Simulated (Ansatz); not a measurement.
A run for Ansatz (a program for electronic structure): R-wB97X-V/def2-TZVPP on GaH3O2 (SMILES [OH][GaH][OH]), a point of a torsion scan.

Ansatz 0.2 input:
```yaml
crystal:
  periodic: [false, false, false]
  atoms:
    - {symbol: O, position_ang: [-1.46762101, -0.35775258, 0.05640529]}
    - {symbol: Ga, position_ang: [0.08458342, 0.28959344, 0.00617954]}
    - {symbol: O, position_ang: [1.38029127, -0.77511911, 0.41470566]}
    - {symbol: H, position_ang: [-2.30117842, -0.77192149, -0.12622244]}
    - {symbol: H, position_ang: [0.16167714, 1.75596182, -0.30977671]}
    - {symbol: H, position_ang: [2.32051356, -0.63357245, 0.48160355]}
basis:
  gaussian:
    orbitals: def2-TZVPP
hamiltonian:
  xc: {name: wB97X-V}
scf: {lower_state_search: off}
```

It printed:

```
WARN ansatz: RAYON_NUM_THREADS=1 ignored (pool sized by the plan → 1); use --threads N
Functional definition: wB97X-V
these checks for a lower state are left out or cut short: stability, starts, cluster_reference, orbital_swaps, neighbouring_geometries, increment
integrals: 0.08 GiB planned
882 factors; their error is unknown
integrals: 0.12 GiB planned
198 factors; integrals over basis functions are off by at most 5.7e-6 eV
mean field: 0.74 GiB planned
mean field evaluation 1: about -56508.9303 eV, gradient 7.4e1 eV
mean field evaluation 2: about -56504.5864 eV, gradient 9.2e1 eV
mean field evaluation 4: about -56517.4292 eV, gradient 2.2e0 eV
mean field evaluation 8: about -56517.5637 eV, gradient 7.5e-2 eV
mean field evaluation 16: about -56517.5637 eV, gradient 5.9e-6 eV
mean field -56517.56371181 eV, -2076.9821574283 hartree, gradient 5.9e-6 eV, S^2 0.000000; 0 other end points of the search recorded, 0 dependent functions left out
reference -56517.56370997 eV, -2076.9821573607 hartree; 25, 25 occupied and 127, 127 virtual orbitals, 882 factors
Total energy: -56517.56370997 eV, -2076.9821573607 hartree
Checks for a lower state left out: stability, starts, cluster_reference, orbital_swaps, neighbouring_geometries, increment
```

Self-consistency was reached.

Cost: around 4 core-seconds (rough).
